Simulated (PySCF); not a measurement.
## Working out the ionisation energy of Ir⁺

Ir⁺ [Xe] 4f14 5d7 6s1 (5F) → Ir²⁺ [Xe] 4f14 5d7 (4F). All numbers are calculated (PySCF 2.14, a scalar-relativistic core potential, in def2-TZVP with the def2 core potential (60 electrons) (6s4p3d1f, 40 functions)). Frozen: 5s2 5p6. Energies in hartree (1 hartree = 27.21139 eV):

```csv
part,Ir⁺ (lower),Ir²⁺ (upper)
UHF,-103.185038,-102.584781
MP2 opposite-spin,-0.071922,-0.058402
MP2 same-spin,-0.059565,-0.040443
```

**Question.** What does Hartree-Fock give?

**Answer.** (-102.584781) − (-103.185038) = 0.600257 hartree = 16.334 eV.

**Question.** What do MP2 and SCS-MP2 (6/5 opposite-spin, 1/3 same-spin) give?

**Answer.** The opposite-spin parts differ by 0.368 eV and the same-spin parts by 0.520 eV. MP2: 16.334 + (0.368) + (0.520) = 17.222 eV. SCS-MP2: 16.334 + 1.2 × (0.368) + (0.520)/3 = 16.949 eV.

Reference: 17 ± 0.3 eV (semi-empirical (NIST evaluation); NIST Atomic Spectra Database, ionization energies), between the lowest levels; spin-orbit coupling is absent from the calculation.

What remains against the reference includes basis incompleteness, the frozen core and correlation beyond second order.
